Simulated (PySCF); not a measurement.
# Stretching BeTl

Set-up: PySCF, scalar-relativistic core potentials, basis sets Be cc-pVDZ, Tl cc-pVDZ-PP with ECP60. Energies in eV from Be + Tl in their ground configurations at the same level. State: ²Π (doublet), unpaired electrons π ↑.

All columns are PBE0. A positive dipole means Be(−)Tl(+).

| R (Å) | E (eV) | μ (D) | Mulliken charge on Be (basis-dependent) | HOMO (eV) | LUMO (eV) | Mayer bond order | ⟨S²⟩ |
| --- | --- | --- | --- | --- | --- | --- | --- |
| 2.238 | -0.336 | 0.45 | -0.11 | -4.34 | -2.69 | 1.52 | 0.76 |
| 2.342 | -0.500 | 0.52 | -0.10 | -4.21 | -2.60 | 1.42 | 0.76 |
| 2.446 | -0.588 | 0.60 | -0.09 | -4.10 | -2.51 | 1.32 | 0.76 |
| 2.524 | -0.618 | 0.66 | -0.09 | -4.02 | -2.45 | 1.25 | 0.76 |
| 2.602 | -0.625 | 0.71 | -0.09 | -3.95 | -2.40 | 1.18 | 0.76 |
| 2.680 | -0.615 | 0.75 | -0.08 | -3.89 | -2.35 | 1.11 | 0.76 |
| 2.784 | -0.584 | 0.79 | -0.08 | -3.81 | -2.30 | 1.02 | 0.76 |
| 2.914 | -0.526 | 0.80 | -0.08 | -3.74 | -2.29 | 0.90 | 0.76 |
| 3.070 | -0.446 | 0.76 | -0.07 | -3.66 | -2.31 | 0.76 | 0.76 |
| 3.279 | -0.341 | 0.64 | -0.05 | -3.58 | -2.32 | 0.58 | 0.76 |

A fit through these points gives, at Re = 2.592 Å, μ = 0.70 D and dμ/dR = 0.627 D/Å; the reduced mass is 8.633 u.

**Question.** How strong is the fundamental in the double-harmonic approximation, I = 42.26·(dμ/dR)²/μred km/mol?

**Answer.** I = 42.26·(0.627)²/8.633 = 1.92 km/mol at PBE0.

These are scalar-relativistic numbers at best; spin–orbit coupling would shift them, the dissociation energy most. The state was picked by a PBE0 search and need not be the measured ground state.
